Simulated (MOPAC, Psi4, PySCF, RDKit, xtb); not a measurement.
Two geometries of SMILES COC(C)=O, relaxed at B3LYP-D3(BJ)/def2-SVP with one dihedral held; other torsions can differ between them too.

Structure A

```
11

C      1.8679     0.2146     0.0481
O      0.4950     0.5529     0.2323
C     -0.4153    -0.3271    -0.2508
C     -1.7154     0.3654    -0.5700
O     -0.2149    -1.5120    -0.3265
H      2.0960    -0.7753     0.4708
H      2.1207     0.2095    -1.0248
H      2.4528     0.9885     0.5608
H     -2.0048     1.0241     0.2623
H     -1.5818     1.0053    -1.4571
H     -2.4971    -0.3785    -0.7640
```

Structure B

```
11

C     -1.8831     0.1121    -0.0074
O     -0.5998     0.1875     0.5901
C      0.4679    -0.2106    -0.1803
C      0.8336    -1.6579     0.0335
O      1.0621     0.5595    -0.8793
H     -2.1576    -0.9298    -0.2587
H     -1.9357     0.7273    -0.9225
H     -2.6054     0.4983     0.7238
H      1.0629    -1.8174     1.0988
H      1.6958    -1.9340    -0.5854
H     -0.0252    -2.3054    -0.2065
```

Which is lower in energy at the level DF-MP2 (frozen core)/cc-pVTZ // B3LYP-D3(BJ)/def2-SVP run with Psi4 1.11, and by how much?

A is lower, by 10.19 kcal/mol (dihedral C1–O2–C3–O5: 30° in A, 90° in B).

E(B) − E(A) in kcal/mol at the other levels, on the same two geometries: MMFF94 // B3LYP-D3(BJ)/def2-SVP (RDKit) 10.51; PBE0/def2-TZVP // B3LYP-D3(BJ)/def2-SVP (Psi4) 10.07; PBE0-D3(BJ)/def2-TZVP // B3LYP-D3(BJ)/def2-SVP (Psi4) 9.96; PBE/def2-TZVP // B3LYP-D3(BJ)/def2-SVP (Psi4) 10.29; PBE-D3(BJ)/def2-TZVP // B3LYP-D3(BJ)/def2-SVP (Psi4) 10.18; M06-2X/def2-TZVP // B3LYP-D3(BJ)/def2-SVP (Psi4) 9.77; HF/cc-pVTZ // B3LYP-D3(BJ)/def2-SVP (Psi4) 9.31; UFF // B3LYP-D3(BJ)/def2-SVP (RDKit) 3.90; PM6, restricted, heats of formation // B3LYP-D3(BJ)/def2-SVP (MOPAC) 8.86; PM3, restricted, heats of formation // B3LYP-D3(BJ)/def2-SVP (MOPAC) 5.13; GFN1-xTB // B3LYP-D3(BJ)/def2-SVP (xtb) 10.37; restricted B3LYP/6-31G*, spherical d // B3LYP-D3(BJ)/def2-SVP (PySCF) 10.14; restricted B3LYP/6-311+G**, spherical d, density fitting // B3LYP-D3(BJ)/def2-SVP (PySCF) 10.14; restricted Hartree-Fock/3-21G // B3LYP-D3(BJ)/def2-SVP (PySCF) 8.87; restricted B3LYP/3-21G // B3LYP-D3(BJ)/def2-SVP (PySCF) 9.68.
